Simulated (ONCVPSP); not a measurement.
Pseudopotential generation for chromium (Cr): ONCV, Wu-Cohen, scalar-relativistic.

* Element: Cr
* Generator: ONCVPSP 4.0.1
* Type: optimised norm-conserving Vanderbilt (ONCV)
* Functional: Wu-Cohen
* Relativity: scalar-relativistic
* Frozen core: [Ar]
* Valence charge: 6
* Reference configuration: 3d5 4s1
* Partial waves: 4s: rc 2.85 bohr, ncon 4, nbas 7, qcut 2.3 1/bohr, 2 projectors, debl 1.9 Ha; p scattering state at 0.22 Ha: rc 2.65 bohr, ncon 5, nbas 8, qcut 2.5 1/bohr, 2 projectors, debl 1.2 Ha; 3d: rc 1.25 bohr, ncon 3, nbas 7, qcut 12.6 1/bohr, 1 projector
* Local potential: polynomial inside 1.00 bohr (lpopt 5, dvloc0 0 Ha)
* Core correction: Teter function, fcfact 2, rcfact 1.4

In the p channel the program set the typed energies aside and used 0.050, 1.250 Ha.

All-electron outer shells of the reference configuration (Wu-Cohen, scalar-relativistic, ld1.x):

| shell | level (eV) | outermost node (bohr) | outermost maximum (bohr) |
| --- | --- | --- | --- |
| 3p | -45.35 | 0.33 | 0.80 |
| 4s | -4.01 | 1.12 | 2.74 |
| 3d | -2.93 | – | 0.84 |

Results:

| Item | Value |
| --- | --- |
| Cutoffs needed | 56 Ha and 65 Ha (the cutoffs (Ha) at which the residual kinetic energy of the hardest occupied pseudo-wave falls to 1 and 0.1 mHa per electron) |
| Ghost test | ghosts flagged at negative energy: s at -57.3 eV; GHOST(+) flagged for p at 24.6 eV; a true bound ghost makes a file unfit for plane-wave use |
| Configuration tests | 1 of 4 tests not solved or not reliable |
| rms error of d²Exc/dni dnj | 11.65 mHa without and 8.58 mHa with the model core |

Generation and tests took about 3.2 s on one core of a shared server CPU.
